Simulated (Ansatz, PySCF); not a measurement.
HN2, SMILES [NH][N] (connectivity only; charge and spin as stated), neutral, multiplicity 2. Atoms are numbered in the order given.

```xyz
3

N     -0.1530    -0.4975     0.0000
N      0.0627     0.6469     0.0000
H      0.6773    -1.1501     0.0000
```
Charge 0, spin multiplicity 2.

Coordinates come from a PBE0-D3(BJ)/def2-TZVPD optimisation.

Two levels are set side by side: PBE-D3(BJ)/def2-TZVPD (Ansatz, a quantum-chemistry and plane-wave program) and PBE0-D3(BJ)/def2-TZVPD (Ansatz). Each level has its own optimised geometry; the coordinates shown are those of the second. Frequencies come from the Hessian of PySCF at each geometry. Differences are taken from unrounded values.

```
quantity                            PBE0-D3(BJ)
----------------------------------  -----------
mean bond length (Å)                      1.110
bond N1–N2 (Å)                            1.165
bond N1–H3 (Å)                            1.056
highest harmonic wavenumber (cm⁻¹)         2833
mean harmonic wavenumber (cm⁻¹)            1954
zero-point energy (kcal/mol)               8.38
```

What does PBE-D3(BJ) give, and how far is it from PBE0-D3(BJ)? (Estimate from the structure and the level; the computed values follow.)


| quantity | PBE-D3(BJ) | PBE-D3(BJ) minus PBE0-D3(BJ) |
|---|---|---|
| mean bond length (Å) | 1.125 | 0.015 |
| bond N1–N2 (Å) | 1.175 | 0.010 |
| bond N1–H3 (Å) | 1.076 | 0.020 |
| highest harmonic wavenumber (cm⁻¹) | 2566 | -267 |
| mean harmonic wavenumber (cm⁻¹) | 1822 | -133 |
| zero-point energy (kcal/mol) | 7.81 | -0.57 |

Exact exchange shortens and stiffens bonds; PBE has none. Differences between two approximate levels are no errors against the true value.
